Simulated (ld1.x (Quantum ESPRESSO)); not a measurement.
# PBE ultrasoft dataset for nickel, fully relativistic all-electron reference.

| Quantity | Value |
| --- | --- |
| Element | nickel (Ni) |
| Generator | ld1.x (Quantum ESPRESSO) 7.5 |
| Type | ultrasoft |
| Functional | PBE |
| Relativity | fully relativistic |
| Frozen core | [Ne] |
| Valence charge | 18 |
| Reference configuration | 3s2 3p6 3d8 4s2 4p0 |
| Partial waves | 3s (bound): rcut 1.00, rcutus 1.10 bohr; 4s (bound): rcut 1.00, rcutus 1.10 bohr; 3p (bound): rcut 1.10, rcutus 1.25 bohr; 4p (bound, empty): rcut 1.10, rcutus 1.25 bohr; 3d (bound): rcut 0.75, rcutus 0.95 bohr; 3d channel at 3.2 Ry: rcut 0.75, rcutus 0.95 bohr |
| Local potential | all-electron potential smoothed inside 1.20 bohr (lloc = -2) |
| Core correction | Bessel-smoothed model core inside 0.80 bohr |
| Augmentation charge | PSQ, inside the norm-conserving radii |

Open shells are filled in proportion to 2j + 1 (rel_dist='average').

Calculated quality:

* Ghost test: no extra level below or beside the all-electron valence levels (s, p1/2, p3/2, d3/2, d5/2, f tested) (spherical-Bessel basis up to 400 Ry, 20 bohr box)
* Largest excitation error: -71 meV (all-electron minus pseudo) for 3s2 3p5 3d8 4s2 4p0, out of 7 test configurations
* Lowest eigenvalue of the overlap operator: 0.13 (p1/2 channel)
* Density cutoff estimated by the generator: 749 Ry

Generation and tests took about 2.7 s on one core of a shared server CPU.
